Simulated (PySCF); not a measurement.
## Germanium: a sound run and one with changed settings

Sound run: Ge [Ar] 3d10 4s2 4p2, Ge⁺ [Ar] 3d10 4s2 4p1. Calculation: PySCF 2.14, in x2c-SVPall (5s4p3d, 32 functions); the spin-free X2C one-electron Hamiltonian (Gaussian nucleus). In the sound run the correlated levels freeze [Ar] 3d10. The sound run starts from symmetry-adapted Hartree-Fock orbitals and uses a fine grid where one is needed.

Changed run: a valence shell is frozen. This setting is unsound on purpose.

```
species   method  sound run (hartree)  changed run (hartree)  converged
     Ge      MP2          -2096.72653            -2096.68956        yes
     Ge  CCSD(T)          -2096.74287            -2096.69125        yes
```

Ionisation energy of Ge:

| method | sound run (eV) | changed run (eV) |
| --- | --- | --- |
| UHF | 7.413 | 7.413 |
| MP2 | 7.652 | 7.518 |
| SCS-MP2 | 7.588 | 7.448 |
| CCSD | 7.671 | 7.565 |
| CCSD(T) | 7.680 | 7.565 |
| CCSDT | n/a | 7.565 |
| FCI | n/a | 7.565 |

Freezing a valence shell removes pair correlation that changes on ionisation.

For comparison, NIST gives 7.899 eV between the lowest levels.
